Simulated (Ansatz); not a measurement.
Computed with Ansatz on PBE0-D4/def2-TZVP structures; ΔE is electronic, products minus reactants. CCSD(T)/CBS adds triple-zeta CCSD(T) − MP2 to the extrapolated MP2 energy (def2 sets, frozen cores). This one scheme is used for every species. DFT in def2-TZVPP. Each species was taken in one conformer, which may not be the lowest.

Reaction (hydrogenolysis of the Si–N bond): `FCN[SiH2]F` + H₂ → `F[SiH3]` + `NCF`

`FCN[SiH2]F`:

Z-matrix (Å, degrees):
```
C
N 1 1.410
F 1 1.393 2 112.4
H 1 1.093 2 109.9 3 -118.8
H 1 1.093 2 111.3 3 119.0
Si 2 1.710 1 124.8 3 86.1
H 2 1.009 1 113.9 3 -76.5
F 6 1.598 2 114.5 1 -81.6
H 6 1.479 2 107.1 1 36.6
H 6 1.478 2 107.8 1 160.4
```

H₂:

Cartesian coordinates in Å:
```
H 0.286 0.021 -0.238
H -0.286 -0.021 0.238
```

`F[SiH3]`:

Z-matrix (Å, degrees):
```
Si
F 1 1.600
H 1 1.482 2 108.3
H 1 1.482 2 108.3 3 -120.0
H 1 1.482 2 108.3 3 120.0
```

`NCF`:

Cartesian coordinates in Å:
```
N 0.486 0.621 -0.421
C -0.159 -0.266 0.454
F -1.058 -1.137 -0.185
H 1.061 0.148 -1.103
H -0.156 1.245 -0.889
H 0.573 -0.901 0.956
H -0.746 0.289 1.189
```

Q: Is it downhill or uphill in electronic energy at CCSD(T)/CBS, and by how much? (Estimate.)

A: The calculation gave: Uphill: ΔE = +46.1 kJ/mol.

Q: What do these levels give: PBE-D4, r2SCAN, CCSD/def2-TZVPP, HF/CBS(def2), MP2/CBS(def2), CCSD/CBS(def2)? (Best estimate.)

A: Computed: PBE-D4 43.0, r2SCAN 45.3, CCSD/def2-TZVPP 40.2, HF/CBS(def2) 26.9, MP2/CBS(def2) 52.3, CCSD/CBS(def2) 42.3 kJ/mol.

Largest T1 diagnostic among the species: 0.011.

In def2-TZVPP, CCSD(T) changes the Hartree–Fock value by +17.9 kJ/mol (the triples alone add +3.7 kJ/mol) and MP2 by +24.1 kJ/mol. The D4 term adds +10.3 kJ/mol with B3LYP and +5.6 kJ/mol with PBE0; it sums over pairs of atoms, weighted by their polarisabilities, and B3LYP, whose exchange is more repulsive, gets the larger term.

B3LYP here is the variant with VWN-RPA as its local correlation; programs differ in this.
